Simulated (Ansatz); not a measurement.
Correlation energies of C4H12AgPS, SMILES `C[S][Ag-][P+](C)(C)C` by basis set

```
atom    x (Å)    y (Å)    z (Å)
  C1  -3.1648  -1.8993  -2.4964
  S2  -3.5239  -0.8225  -1.0730
 Ag3  -1.4404  -0.2089  -0.2586
  P4   0.6217   0.4733   0.6331
  C5   0.6667   2.1829   1.2550
  C6   2.0196   0.4225  -0.5312
  C7   1.2325  -0.4939   2.0485
  H8  -2.6114  -2.7918  -2.2023
  H9  -4.1207  -2.2158  -2.9182
 H10  -2.6078  -1.3748  -3.2736
 H11   1.6535   2.4361   1.6508
 H12   0.4147   2.8695   0.4455
 H13  -0.0788   2.3022   2.0427
 H14   1.8023   1.0634  -1.3869
 H15   2.9450   0.7565  -0.0552
 H16   2.1509  -0.5970  -0.8970
 H17   0.5032  -0.4500   2.8588
 H18   2.1933  -0.1144   2.4056
 H19   1.3442  -1.5381   1.7525
```

The species carries charge 0 and has multiplicity 1. Correlated methods include outer-core shells of Ag, which these sets cover unevenly. Ag takes the def2 core potential. The structure was optimised at the PBE0-D4/def2-TZVP level. It is one conformer, not always the lowest. Frozen core, restricted reference, the Gaussian-basis code of Ansatz.

```csv
basis,HF (Eh),MP2 corr.
def2-SVP,-1042.50615,-1.20866
def2-TZVPP,-1042.97700,-1.76131
def2-QZVPP,-1043.00835,-1.92021
```

Estimate the CCSD correlation energy and the (T) correction in each basis where they were run (hartree).


```tsv
basis	CCSD corr.	(T)
def2-SVP	-1.27455	-0.04080
def2-TZVPP	-1.79300	-0.07182
```
